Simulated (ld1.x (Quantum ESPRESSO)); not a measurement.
# What the settings do to the RRKJ potential of rhodium (Rh)

Base potential:

ld1.x (Quantum ESPRESSO) 7.5 input, shortened:

```
&input
   title='Rh', zed=45., rel=1, dft='PBE', iswitch=3,
   config='[Kr] 4d8 4f-2 5s1 5p0'
 /
 &inputp
   pseudotype=2, tm=.false., rho0=0.01, lloc=2,
   nlcc=.true., new_core_ps=.true., rcore=0.55
 /
4
4S  1  0   2.00   0.00  1.00  1.00  0.0
4P  2  1   6.00   0.00  1.55  1.55  0.0
4F  4  3  -2.00  -0.05  1.30  1.30  0.0
4D  3  2   8.00   0.00  1.35  1.35  0.0
 &test
   configts(1)='4s2 4p6 4d8 5s1 5p0'
 /
```

Occupied shells without a wave of their own: 5s. They enter only through the test configuration that unscreens the potential, and ld1.x also counts them in the model core charge.

Cutoffs, loose and tight: the cutoffs (Ry, on a coarse ladder) from which the occupation-weighted sum of valence levels, in a spherical-Bessel basis at the reference potential, stays within 10 and 1 mRy of its value at 400 Ry. They do not see the model core or the augmentation charge, which bear on the density cutoff. Test errors are all-electron minus pseudo excitation energies from the reference, over the configurations 4s2 4p6 4d8 5s0 5p0; 4s2 4p6 4d7 5s0 5p0; 4s2 4p6 4d6 5s0 5p0; 4s2 4p6 4d9 5s0 5p0; 4s2 4p6 4d7 5s2 5p0; 4s1 4p6 4d8 5s1 5p0; 4s2 4p6 4d7 5s1 5p0. A dash means not determined; rows that change the core or the reference have their own tests.

With those shells counted twice in exchange and correlation these files are broken, and their errors move erratically; no question is asked of them.

```csv
change,outcome,"cutoff, loose","cutoff, tight",bound ghosts,largest test error (meV)
base,generated,160 Ry,200 Ry,none,-235
"all radii but the core radius scaled by about 0.77 (s 0.78, p 1.20, d 1.04, f 1.00 bohr)",generated,260 Ry,over 300 Ry,none,-395
"all radii but the core radius scaled by about 0.86 (s 0.86, p 1.32, d 1.16, f 1.12 bohr)",generated,110 Ry,160 Ry,none,-294
"all radii but the core radius scaled by about 1.06 (s 1.06, p 1.64, d 1.44, f 1.38 bohr)",generated,140 Ry,180 Ry,none,-227
"all radii but the core radius scaled by about 1.16 (s 1.16, p 1.80, d 1.56, f 1.50 bohr)",generated,120 Ry,140 Ry,none,-235
"all radii but the core radius scaled by about 1.29 (s 1.28, p 2.00, d 1.74, f 1.68 bohr)",generated,70 Ry,110 Ry,none,-274
"all radii but the core radius scaled by about 1.40 (s 1.40, p 2.16, d 1.88, f 1.82 bohr)",generated,60 Ry,80 Ry,none,-331
```

Reading the sweep of the scale of all radii but the core radius (base = 1) (base included, trends over the rows without a ghost): The loose cutoff falls from 260 Ry at 0.77 to 60 Ry at 1.4, with one reversal. A larger radius leaves more room for a smooth pseudo-wave, so fewer plane waves are needed; a smaller one forces it to follow the all-electron wave where it bends sharply. The median size of the test errors (rows with all tests solved) is not monotonic: lowest 40.2 meV at 1.16, highest 63.0 meV at 1.4.
